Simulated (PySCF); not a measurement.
Substituent effects on chemical shifts

Parent skeleton `[BH:1]1[NH:2][CH2:3][CH2:4][NH:5]1`; one hydrogen on atom 1 is replaced by X. Hydrogens on one atom are averaged.

How the numbers were obtained: GIAO PBE0/pcSseg-1 shieldings, structure optimised with PBE0-D3(BJ)/def2-SVP, in PySCF (a single conformation, in vacuum, averaged over atoms made equivalent by symmetry, fast rotation or ring inversion, non-relativistic Hamiltonian).

Chemical shifts δ = σref − σ; BF3·OEt2 for 11B (σ = 100.73 ppm); 15N (σ = 265.67 ppm) against NH3; TMS for 13C (σ = 184.41 ppm), 1H (σ = 31.27 ppm), all at this level.

Parent (X = H): B1 24.5, N2/N5 80.4, C3/C4 46.6, H(C3)/H(C4) 3.43 ppm. Effects are Δδ = δ(X) − δ(H), positive for deshielding.

Known members:
```
       X    B1  N2/N5  C3/C4  H(C3)/H(C4)
N(SiH3)2  +2.6   -9.0   +0.5        -0.11
    SCF3  +2.6   -5.2   +0.4        +0.14
```

Four more derivatives gave (Δδ, ppm):
| compound | B1 | N2/N5 | C3/C4 | H(C3)/H(C4) |
| --- | --- | --- | --- | --- |
| 1 | +8.2 | +0.8 | +1.0 | -0.15 |
| 2 | -0.6 | +10.5 | +1.0 | +0.12 |
| 3 | -0.3 | -18.6 | -0.4 | -0.24 |
| 4 | +1.0 | -3.7 | +1.4 | -0.04 |

**Question.** Their substituents are 2-furyl, BCl2, OSiH3, nPr. Which is which?

**Answer.** 1: X = nPr (CCCB1NCCN1); 2: X = BCl2 (ClB(Cl)B1NCCN1); 3: X = OSiH3 ([SiH3]OB1NCCN1); 4: X = 2-furyl (c1coc(B2NCCN2)c1).

Experimental scales use liquid or dissolved standards, which lie at an offset from isolated NH3 (liquid NH3: subtract about 20 ppm).
